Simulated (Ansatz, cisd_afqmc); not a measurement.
System: Ge, charge -1, quartet.

Total energies in aug-cc-pVTZ, 5 correlated electrons, 14 frozen orbitals. UHF or UKS for unpaired electrons; spin-orbit terms are left out. Cores are frozen in correlated methods (noble-gas shells, and filled d and f shells in the p block). No relativity. AFQMC/CISD: phaseless, guided by CISD from CCSD amplitudes; bars are statistical, one sigma. Outlying blocks are dropped, and bars are widened where a walk drifts. Over all cases where full CI ran beside it in this data, AFQMC minus full CI had a median of +0.1 mEh and passed +0.4 mEh in a tenth of the cases.

| method | program | energy (Eh) | minus CCSDTQ (mEh) |
|---|---|---|---|
| HF | Ansatz | -2075.39339 | 86.26 |
| MP2 | Ansatz | -2075.46127 | 18.38 |
| CCSD | Ansatz | -2075.47494 | 4.71 |
| CCSD(T) | Ansatz | -2075.47868 | 0.97 |
| CCSDT(Q) | Ansatz | -2075.47963 | 0.03 |
| CCSDTQ | Ansatz | -2075.47965 | 0.00 |
| AFQMC/CISD | cisd_afqmc | -2075.4793 ± 0.0002 | 0.4 ± 0.2 |

Ansatz is a first-principles code.
